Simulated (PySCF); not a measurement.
Bonds: Be1-C2 1.676 Å, Be1-Si6 2.189 Å. C2 carries H3, H4, H5; Si6 carries H7, H8, H9.

Geometry: PBE0-D3(BJ)/def2-SVP; GIAO shifts from PySCF 2.14, gas phase, non-relativistic, averaged over equivalent atoms.

At wB97X-D/pcSseg-1 (83 basis functions, 2.8 s wall time on 1 thread of an x86-64 server CPU, shared host):
```tsv
atoms	δ (ppm)
C2	-4.5
H7/H8/H9	2.87
H3/H4/H5	-0.38
Si6	-141.9
```

Referencing at the same level of theory: ¹³C (σ = 184.54 ppm), ¹H (σ = 31.38 ppm), ²⁹Si (σ = 352.93 ppm) against TMS.

Problem. What do these become at PBE0/pcSseg-1?

Solution. 
```csv
atoms,δ at PBE0/pcSseg-1,change
C2,-2.8,+1.7
H7/H8/H9,2.88,+0.01
H3/H4/H5,-0.34,+0.04
Si6,-143.3,-1.4
```

Referencing at the same level of theory: TMS for ¹³C (184.41 ppm) and ¹H (31.27 ppm) and ²⁹Si (351.99 ppm).

The largest change is at C2 (carbon bonded to Be, 3 H). Cost: 83 basis functions, 3.2 s wall time on 1 thread of an x86-64 server CPU, shared host.
